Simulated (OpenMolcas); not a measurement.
Cl: effect of correlating more closed shells

```yaml
Program: OpenMolcas
Basis: ANO-R3 [6s5p4d3f1g]
Scalar_Hamiltonian: X2C, finite nucleus
Active_space: 5 electrons in 9 orbitals (RAS2 3p; RAS3 3d 4s, at most 1 electron)
State_averaging: 2S+1 = 2 odd, 3 roots; 2S+1 = 4 even, 3 roots; 2S+1 = 2 even, 8 roots
Spin-orbit_coupling: state interaction with AMFI integrals over the reference wave functions, term energies averaged over their components
```

Methods on the same reference wave functions:
A. RASSCF
B. SS-RASPT2, IPEA 0.25 Eh, imaginary shift 0.1 Eh (closed shells correlated: 3s)
C. SS-RASPT2, IPEA 0.25 Eh, imaginary shift 0.1 Eh (closed shells correlated: 2s 2p 3s)

Energies in cm⁻¹ above 3s² 3p⁵ ²P°_3/2, the measured ground level; measured values from NIST Handbook of Basic Atomic Spectroscopic Data.

```
            Level      A      B      C  Measured
  3s² 3p⁵ ²P°_3/2    0.0    0.0    0.0       0.0
  3s² 3p⁵ ²P°_1/2    823    823    823       882
3s² 3p⁴ 4s ⁴P_5/2  70745  61770  61790     71958
3s² 3p⁴ 4s ⁴P_3/2  71258  62280  62300     72489
3s² 3p⁴ 4s ⁴P_1/2  71580  62610  62620     72827
3s² 3p⁴ 4s ²P_3/2  75135  65270  65210     74226
3s² 3p⁴ 4s ²P_1/2  75765  65900  65840     74866
```

Deviations, from unrounded energies. A percentage is the sum of absolute deviations over the sum of measured energies, with the sign that they share, or ± where signs differ.

```tsv
Against measurement	Levels	A	B	C
mean absolute deviation (cm-1)	6	930	8100	8100
fine structure of the ground term (%)	1	-6.7	-6.7	-6.7
other configurations (%)	5	±1.5	-13.2	-13.3
```

A lies closest to measurement on these levels and C furthest from it. The largest miss of A in the table is 3s² 3p⁴ 4s ⁴P_1/2, by -1200 cm-1. The ranking rests on the paired levels alone, and a cruder setting can come out closer through cancelling errors.

Between B and C the level of the table that moves most is 3s² 3p⁴ 4s ²P_1/2, by 63 cm-1 (lowest in C, highest in B). Moves below CASPT2's spread within the term are not significant.

The lowest spin-free term lies below A's lowest term by 0.120 hartree in B, 0.401 hartree in C.

What an inner shell adds also hangs on whether the basis holds functions to correlate it.

ANO sets are built for valence states and can reach diffuse excited orbitals poorly, and with the s shell closed the s pⁿ⁺¹ terms that mix with these levels are absent. Without dynamic correlation excited terms often stand tens of per cent too high (terms of higher spin than the ground term too low), and those without a measured partner can miss by more than the paired ones (holds for A). Computed and measured levels are paired by configuration, term and J; levels that our copy of the source lacks, or whose pairing is in doubt (as where it misses far off the trend of its configuration), stay unpaired and out of the deviations. Levels of configurations outside the active space are missing. The table leaves out levels that lie high or whose names do not pair safely across all columns.

° marks odd parity.
